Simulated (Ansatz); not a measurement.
B4H4S⁻, that is closo-2-SB4 (no H on S) with one electron more. Total charge -1; doublet. Geometry PBE-D4/def2-SVP, that of the neutral singlet; atoms count from 1.

```xyz
9

S     1.0810   -0.7406    0.6572
B    -0.8559   -0.2016    0.3580
B    -0.0864   -1.0647   -0.8439
B     0.2277    0.9680    0.9299
B     0.3120    0.5743   -0.6886
H    -1.8730   -0.4859    0.9386
H    -0.0720   -2.0118   -1.5798
H     0.4481    1.7542    1.8085
H     0.8184    1.2080   -1.5799
```

The highest occupied level of the charge -1 doublet lies above zero (up to 1.18 eV). By energy differences its removal costs 0.64 eV (vertical, to the charge 0 singlet, at PBE0-D4/def2-TZVPD); a positive level beside a positive removal energy at the same level points to self-interaction error.

Question: Estimate the Mulliken populations from the PBE0/def2-TZVPD orbitals of Ansatz.

Answer: 
```json
{"atom": "S1", "charge (e)": "-0.63", "spin (α − β)": "0.39"}
{"atom": "B2", "charge (e)": "-0.37", "spin (α − β)": "0.08"}
{"atom": "B3", "charge (e)": "0.26", "spin (α − β)": "0.14"}
{"atom": "B4", "charge (e)": "0.26", "spin (α − β)": "0.14"}
{"atom": "B5", "charge (e)": "-0.37", "spin (α − β)": "0.08"}
{"atom": "H6", "charge (e)": "-0.05", "spin (α − β)": "0.10"}
{"atom": "H7", "charge (e)": "-0.02", "spin (α − β)": "-0.02"}
{"atom": "H8", "charge (e)": "-0.02", "spin (α − β)": "-0.02"}
{"atom": "H9", "charge (e)": "-0.05", "spin (α − β)": "0.10"}
```
Mulliken values and Mayer orders depend strongly on the basis. With diffuse functions, as here, like atoms can get unlike values, and bond orders can come out too low or too high.

Question: Where does the spin sit?

Answer: Summed by element: S 0.39, B 0.44, H 0.16, of 1 unpaired in all. Largest on single atoms: S1 0.39, B3 0.14, B4 0.14.

Question: And the Mayer bond orders between bonded heavy atoms (over 0.3)?

Answer: S1–B2 0.62 (2.03 Å); S1–B3 0.59 (1.93 Å); S1–B4 0.59 (1.93 Å); S1–B5 0.62 (2.03 Å); B2–B3 1.08 (1.67 Å); B2–B4 0.93 (1.69 Å); B2–B5 0.99 (1.75 Å); B3–B5 0.93 (1.69 Å); B4–B5 1.08 (1.67 Å).
